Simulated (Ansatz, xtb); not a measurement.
Two structures of FGeH3Se

Structure I is `[F][GeH2][SeH]`, a singlet and structure II is a singlet given by its coordinates. Both are isolated molecules in the gas phase, relaxed with PBE0-D3(BJ)/def2-SVP; the shapes shown needn't be the lowest conformers.

I (Å):

```xyz
6

F     0.7234    0.6273    1.2849
Ge   -0.1338    0.4753   -0.2266
Se    0.5925   -1.4157   -1.3834
H    -1.6148    0.3693    0.1573
H     0.2420    1.7002   -1.0680
H    -0.1917   -2.3199   -0.5281
```

II (Å):

```xyz
6

F     0.4215    1.7281   -0.7470
Ge    0.9258    0.9008    0.7541
Se   -0.5848   -1.2501   -0.1084
H    -1.1878   -0.2686   -1.0237
H    -0.4591    1.1614    1.5449
H     0.3267   -1.7325   -1.1598
```

Close contacts (Å): F1–Ge2 1.79, Ge2–Se3 2.77, Ge2–H5 1.62, Se3–H4 1.47, Se3–H6 1.47.

Quicker runs give these differences E(II) − E(I): GFN2-xTB +27.2 kJ/mol; HF/STO-3G +338.0 kJ/mol (at GFN2-xTB geometries); r2SCAN-D4/def2-SVP +122.7 kJ/mol (at GFN2-xTB geometries).

Question: Estimate E(II) − E(I) at the level CCSD(T)/def2-TZVP.

Answer: Calculated at CCSD(T)/def2-TZVP: E(II) − E(I) = +140.4 kJ/mol, so structure I lies lower.

Level by level:

| level | geometry | E(II) − E(I) (kJ/mol) | departure from the last row (kJ/mol) | job, with rough time for the two |
| --- | --- | --- | --- | --- |
| GFN2-xTB | GFN2-xTB | +27.2 | −113.2 | optimisation, 0.16 s |
| HF/STO-3G | GFN2-xTB | +338.0 | +197.7 | single point, 0.34 s |
| r2SCAN-D4/def2-SVP | GFN2-xTB | +122.7 | −17.7 | single point, 2.7 s |
| PBE0-D3(BJ)/def2-SVP | PBE0-D3(BJ)/def2-SVP | +125.2 | −15.2 | optimisation, 36 s |
| HF/def2-TZVP | PBE0-D3(BJ)/def2-SVP | +150.3 | +9.9 | part of the CCSD(T) run |
| MP2/def2-TZVP | PBE0-D3(BJ)/def2-SVP | +150.2 | +9.8 | part of the CCSD(T) run |
| CCSD(T)/def2-TZVP | PBE0-D3(BJ)/def2-SVP | +140.4 |  | single point, 67 s |

The levels shown agree on the order. The largest departure from CCSD(T)/def2-TZVP is that of HF/STO-3G, 197.7 kJ/mol.

With harmonic frequencies from PBE0-D3(BJ)/def2-SVP (ideal gas, rigid rotor, one conformer each, 298.15 K, 1 atm): on the last row, ΔE + ΔZPE = +136.1, ΔH = +138.2, ΔG = +132.3 kJ/mol.

The correlated steps freeze 19 core orbitals; the filled d shell of Ge and Se is correlated, in a basis made for valence electrons. Codes used: Ansatz 0.2.0, xtb 6.7.1; the last row on 2 threads of Arm Neoverse V2 on a shared host.
